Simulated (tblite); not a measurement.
Input of a run (GFN2-xTB geometry optimisation, gas phase (tblite 0.8.0)), started from a force field or distance geometry:
```
{"job": {"kind": "relax", "xc": "GFN2-xTB", "basis": "xTB"}, "charge": 0, "multiplicity": 1}
C     -1.676900    -1.259300     1.394800
C     -0.895200    -0.894700     0.382800
C     -1.485300     0.076400    -0.525400
C     -0.511600     0.931500    -1.285200
Si     0.500900     2.060800    -0.236000
O      1.580400     1.307400     0.836500
Si     2.278000    -0.116900     0.177600
Si     0.755300    -1.733600     0.449700
H     -1.399000    -1.968800     2.166400
H     -2.678000    -0.821600     1.462300
H     -2.042900    -0.535400    -1.305000
H     -2.289400     0.680800    -0.029200
H      0.087800     0.274200    -1.928400
H     -1.108600     1.577000    -1.964700
H      1.337200     2.890600    -1.141000
H     -0.290500     3.023400     0.554600
H      3.456800    -0.513400     0.956500
H      2.576800     0.076400    -1.234600
H      0.906100    -2.253600     1.820800
H      0.893000    -2.790500    -0.555400
```

Output (eV, eV/Å):
```
step      E/eV     max force
  0    -652.07354    2.578
  1    -652.34625    1.353
  2    -652.44391    0.800
  3    -652.50723    0.777
  4    -652.60323    0.856
  5    -652.69473    0.548
  6    -652.74539    0.510
  7    -652.78674    0.402
  8    -652.81471    0.337
  9    -652.83709    0.338
 10    -652.85750    0.300
 11    -652.87581    0.310
 12    -652.89037    0.293
 13    -652.90279    0.241
 14    -652.91429    0.254
 15    -652.92501    0.195
 16    -652.93425    0.214
 17    -652.94265    0.212
 18    -652.95182    0.206
 19    -652.96201    0.233
 20    -652.97148    0.234
 21    -652.97880    0.197
 22    -652.98485    0.191
 23    -652.99147    0.168
 24    -652.99986    0.224
 25    -653.00893    0.290
 26    -653.01673    0.265
 27    -653.02319    0.180
 28    -653.02920    0.164
 29    -653.03485    0.139
 30    -653.03960    0.145
 31    -653.04350    0.125
 32    -653.04718    0.167
 33    -653.05102    0.152
 34    -653.05448    0.135
 35    -653.05704    0.114
 36    -653.05890    0.105
 37    -653.06058    0.107
 38    -653.06230    0.094
 39    -653.06480    0.107
 40    -653.06677    0.122
 41    -653.07021    0.147
 42    -653.07343    0.118
 43    -653.07589    0.095
 44    -653.07753    0.116
 45    -653.07943    0.131
 46    -653.08236    0.133
 47    -653.08649    0.156
 48    -653.09081    0.169
 49    -653.09420    0.137
 50    -653.09656    0.164
 51    -653.09826    0.157
 52    -653.10015    0.107
 53    -653.10249    0.076
 54    -653.10396    0.098
 55    -653.10623    0.133
 56    -653.10833    0.127
 57    -653.11046    0.096
 58    -653.11223    0.097
 59    -653.11396    0.094
 60    -653.11577    0.119
 61    -653.11768    0.117
 62    -653.11944    0.135
 63    -653.12114    0.095
 64    -653.12272    0.099
 65    -653.12442    0.089
 66    -653.12597    0.083
 67    -653.12780    0.104
 68    -653.12964    0.107
 69    -653.13161    0.090
 70    -653.13343    0.139
 71    -653.13520    0.126
 72    -653.13701    0.133
 73    -653.13897    0.114
 74    -653.14084    0.118
 75    -653.14219    0.098
 76    -653.14295    0.063
 77    -653.14358    0.053
 78    -653.14436    0.073
 79    -653.14524    0.083
 80    -653.14589    0.057
 81    -653.14625    0.052
 82    -653.14649    0.036
 83    -653.14676    0.043
 84    -653.14706    0.040
 85    -653.14729    0.026
 86    -653.14744    0.040
 87    -653.14758    0.030
 88    -653.14776    0.040
 89    -653.14795    0.032
 90    -653.14808    0.022
 91    -653.14816    0.021
 92    -653.14824    0.023
 93    -653.14834    0.028
 94    -653.14844    0.023
 95    -653.14851    0.015
 96    -653.14854    0.015
 97    -653.14857    0.014
 98    -653.14859    0.013
 99    -653.14861    0.010
```

Q: Summarise the run.

A: The energy falls by 1.075 eV over 99 L-BFGS steps, the largest force on an atom goes from 2.58 to 0.010 eV/Å, and the atoms move by 0.611 Å rms after alignment. The bond that changes most is O6–Si7 (siloxane oxygen to oxygen-bound silicon), which shortens by 0.082 Å. Bonds longer at the end by more than 0.005 Å: 7 of 20; shorter: 9. Among the angles that change most is Si5–O6–Si7, from 112.6° to 145.1°. Among the dihedrals that turn most is Si5–O6–Si7–H18, from 39° to 108°. The energy never rose by more than 1e-5 eV on the way. The first step brought 25 % of the lowering.

Q: What are the final bond lengths?

A: C1=C2 1.327 Å, C2–C3 1.503 Å, C3–C4 1.534 Å, C4–Si5 1.906 Å, Si5–O6 1.623 Å, O6–Si7 1.636 Å, Si7–Si8 2.313 Å, C2–Si8 1.898 Å, C1–H9 1.078 Å, C1–H10 1.081 Å, C3–H11 1.096 Å, C3–H12 1.094 Å, C4–H13 1.093 Å, C4–H14 1.091 Å, Si5–H15 1.462 Å, Si5–H16 1.461 Å, Si7–H17 1.465 Å, Si7–H18 1.469 Å, Si8–H19 1.472 Å, Si8–H20 1.476 Å. Numbering counts from 1 in the input's order; the species is `C=C1CC[SiH2]O[SiH2][SiH2]1`.

Time: 1.8 s of wall time. Hardware: one thread of an Arm Neoverse N1, shared host with 64 logical CPUs at a one-minute load of 61.

Its GFN2-xTB frequencies are all real (lowest 54 cm⁻¹). The numbers are those of one conformer.

All values are computed, not measured.
